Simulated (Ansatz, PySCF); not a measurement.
Species: AlCl, charge 0, multiplicity 1. 
Structure (B3LYP-D3(BJ)/def2-TZVP (Ansatz, a quantum-chemistry and plane-wave program) minimum search):
```
Al
Cl 1 2.1602
```
Charge 0, spin multiplicity 1.

Property: atomisation energy (electronic, to ground-state atoms), in eV. Cores are frozen in the correlated levels unless marked. Open shells are spin-unrestricted. Spin-orbit coupling is left out. No relativistic terms. The coupled-cluster limit lacks core correlation, which all-electron functionals hold. CBS marks a two-point X^-3 extrapolation of the correlation energy; Hartree-Fock from the larger set (for Q and 5 zeta extrapolated as (X+1)exp(-9√X)).

```tsv
level	program	atomisation energy (eV)
HF/cc-pwCVTZ	Ansatz	4.01
TPSS-D4/def2-TZVPD	PySCF + dftd4	5.22
MP2/6-31G*	Ansatz	4.93
RI-MP2/aug-cc-pV(Q+d)Z	Ansatz	5.44
```

Problem. What does CCSD(T)/CBS(cc-pV(Q+d)Z,cc-pV(5+d)Z) (Ansatz) give?

Solution. 5.31 eV
